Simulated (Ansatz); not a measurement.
`Cl[CH2][GeH3]` and `O[CH](Cl)[GeH3]` differ in one atom or group.

Ansatz, PBE0-D4/def2-TZVP geometries, multiplicity 1. Each molecule was computed in one conformer, which needn't be the lowest.

Scalar relativity is left out up to krypton.

```csv
property,`Cl[CH2][GeH3]`
HOMO–LUMO gap (ωB97M-V/def2-TZVPP) / eV,12.26
LUMO energy (PBE/def2-TZVPP) / eV,-0.71
"ideal-gas entropy at 298 K and 1 bar (rigid rotor, harmonic PBE0-D4/def2-TZVP) / J/(mol·K)",311
size of the dipole moment (B3LYP/def2-TZVPP) / D,1.64
HOMO energy (B3LYP/def2-TZVPP) / eV,-7.75
LUMO energy (PBE0/def2-TZVPP) / eV,0.27
```

Task: What does the change do to each property? (Best estimate.)

Result: Computed: 
```csv
property,`O[CH](Cl)[GeH3]`,shift
HOMO–LUMO gap (ωB97M-V/def2-TZVPP) / eV,12.19,-0.07
LUMO energy (PBE/def2-TZVPP) / eV,-0.75,-0.04
"ideal-gas entropy at 298 K and 1 bar (rigid rotor, harmonic PBE0-D4/def2-TZVP) / J/(mol·K)",335,24
size of the dipole moment (B3LYP/def2-TZVPP) / D,1.70,0.06
HOMO energy (B3LYP/def2-TZVPP) / eV,-7.76,-0.01
LUMO energy (PBE0/def2-TZVPP) / eV,0.22,-0.05
```

The zero-point energy changes by 12.3 kJ/mol with +3 modes. Dipoles are sizes alone; their direction can turn.

B3LYP here is the variant with VWN-RPA as its local correlation; programs differ in this.
